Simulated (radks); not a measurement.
The numbers below are computed, except where a source is named.
Tc22+, 21 electrons, occupied as [Ar] 3d3 (the NIST ground configuration).

Code: a radial shooting solver on a logarithmic mesh with Libxc functionals. Model: Dirac Kohn-Sham, BLYP, spin-unpolarised, spherical densities, finite nucleus; open shells fill j = l - 1/2 first; Fermi nuclear charge, rms radius 4.4112 fm.

Energy parts (Ry):
| part | energy |
|---|---|
| total | -8010.63864 |
| kinetic | 8345.45936 |
| electron-nucleus | -18010.90736 |
| Hartree | 1856.26511 |
| exchange-correlation | -201.45574 |

Orbitals (lengths in bohr, moments of r in powers of bohr; <r^-3> diverges for s and p1/2; r(90%) holds 90 % of the orbital's charge):
[
 {"orbital": "1s1/2", "occ.": "2", "eigenvalue (Ry)": "-1596.370", "r(90%)": "0.0614", "<1/r>": "44.71", "<r^-3>": "-", "small-component weight": "2.46e-02"},
 {"orbital": "2s1/2", "occ.": "2", "eigenvalue (Ry)": "-281.0515", "r(90%)": "0.229", "<1/r>": "10.26", "<r^-3>": "-", "small-component weight": "5.13e-03"},
 {"orbital": "2p1/2", "occ.": "2", "eigenvalue (Ry)": "-264.3998", "r(90%)": "0.207", "<1/r>": "10.22", "<r^-3>": "-", "small-component weight": "5.12e-03"},
 {"orbital": "2p3/2", "occ.": "4", "eigenvalue (Ry)": "-255.6322", "r(90%)": "0.213", "<1/r>": "9.710", "<r^-3>": "2617", "small-component weight": "4.95e-03"},
 {"orbital": "3s1/2", "occ.": "2", "eigenvalue (Ry)": "-91.47398", "r(90%)": "0.562", "<1/r>": "3.830", "<r^-3>": "-", "small-component weight": "1.64e-03"},
 {"orbital": "3p1/2", "occ.": "2", "eigenvalue (Ry)": "-85.30610", "r(90%)": "0.556", "<1/r>": "3.758", "<r^-3>": "-", "small-component weight": "1.60e-03"},
 {"orbital": "3p3/2", "occ.": "4", "eigenvalue (Ry)": "-83.50047", "r(90%)": "0.567", "<1/r>": "3.635", "<r^-3>": "547.4", "small-component weight": "1.56e-03"},
 {"orbital": "3d3/2", "occ.": "3", "eigenvalue (Ry)": "-73.42664", "r(90%)": "0.529", "<1/r>": "3.503", "<r^-3>": "86.49", "small-component weight": "1.45e-03"},
 {"orbital": "3d5/2", "occ.": "0", "eigenvalue (Ry)": "-73.04034", "r(90%)": "0.532", "<1/r>": "3.471", "<r^-3>": "82.46", "small-component weight": "1.44e-03"}
]

The highest occupied level is 3d3/2 at -999.02 eV. The density falls to 0.001 e/bohr^3 at r = 1.12 bohr.
